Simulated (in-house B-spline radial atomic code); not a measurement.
A fraction x of an electron is removed from 5p in Ba+, starting from [Xe] 6s1 and keeping the highest spin. All numbers are computed (scalar-relativistic (X2C) TPSS, spin-polarised, spherical fractional occupations; Fermi nucleus of rms radius 4.8378 fm) with a radial B-spline atomic code at the basis-set limit, not measured.

| x | E(x) - E(0) (eV) | 5p down level (eV) |
| --- | --- | --- |
| 0 | 0.0000 | -24.490 |
| 0.02 | 0.4917 | -24.680 |
| 0.14 | 3.5219 | -25.825 |
| 0.27 | 6.9605 | -27.079 |
| 0.49 | ? | ? |
| 0.5 | 13.4468 | -29.330 |
| 0.52 | 14.0354 | -29.527 |
| 0.68 | 18.8866 | -31.116 |
| 0.85 | 24.3211 | -32.822 |
| 0.93 | ? | ? |
| 1 | 29.3583 | -34.342 |

Q: What belongs in the row x = 0.49?

A: An energy change of 13.1540 eV; 5p down at -29.231 eV.

Q: What belongs in the row x = 0.93?

A: An energy change of 26.9792 eV; 5p down at -33.631 eV.

Q: Check Janak's theorem between x = 0.02 and 0.14.

A: The slope of the energy is 25.25 eV; the orbital levels give 25.25 eV (-ε of the emptying orbital, averaged over the two points).
